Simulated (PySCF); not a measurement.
Isomers of CH5BSi. All species are isolated molecules in the gas phase. One relaxed conformer stands for each flexible species; it need not be the lowest. Strings in code marks are SMILES.

The four lowest singlet excitations (Tamm–Dancoff). These are PySCF with PBE-D3(BJ)/def2-TZVP // r2SCAN-D4/def2-TZVP values and carry that method's errors. Excitations are Tamm–Dancoff values on a coarser integration grid. The basis has no diffuse functions, so Rydberg states are missing or too high.

```json
[
 {"state": "S1", "energy (eV)": "2.83", "wavelength (nm)": "437", "oscillator strength": "0.000"},
 {"state": "S2", "energy (eV)": "5.83", "wavelength (nm)": "213", "oscillator strength": "0.018"},
 {"state": "S3", "energy (eV)": "5.85", "wavelength (nm)": "212", "oscillator strength": "0.027"},
 {"state": "S4", "energy (eV)": "5.87", "wavelength (nm)": "211", "oscillator strength": "0.176"}
]
```

Question: Say which member gives these states.
(A) `[H]/B=[SiH]/C`
(B) `B1C[SiH2]1`
(C) `B[SiH]=C`
(D) `C=B[SiH3]`

Answer: D, `C=B[SiH3]`
